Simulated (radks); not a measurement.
Valence configurations of Ar III (all share [Ne]). All-electron calculation, scalar-relativistic Kohn-Sham, PBEsol, spin-polarised, spherical densities, finite nucleus; open shells are filled with parallel spins first; Fermi nuclear charge, rms radius 3.4274 fm. Program: a radial shooting solver on a logarithmic mesh with Libxc functionals. Energies are relative to 3s2 3p4; eigenvalues in eV for spin up.

| valence | E (eV) | moment (Bohr magnetons) | e(3p) | e(3s) |
|---|---|---|---|---|
| 3s2 3p4 | 0.000 | 2 | -36.389 | -51.527 |
| 3s1.5 3p4.5 | 7.500 | 2 | -36.684 | -51.869 |
| 3s1 3p5 | 14.999 | 2 | -36.979 | -52.210 |
| 3p6 | 31.472 | 0 | -36.397 | - |
| 3s0.5 3p5.5 | 23.558 | 1 | -36.732 | -51.944 |

NIST lists [Ne] 3s2 3p4 as the ground configuration; this level of theory agrees among the configurations tried. The energies are those of spherical high-spin densities, not of single terms.
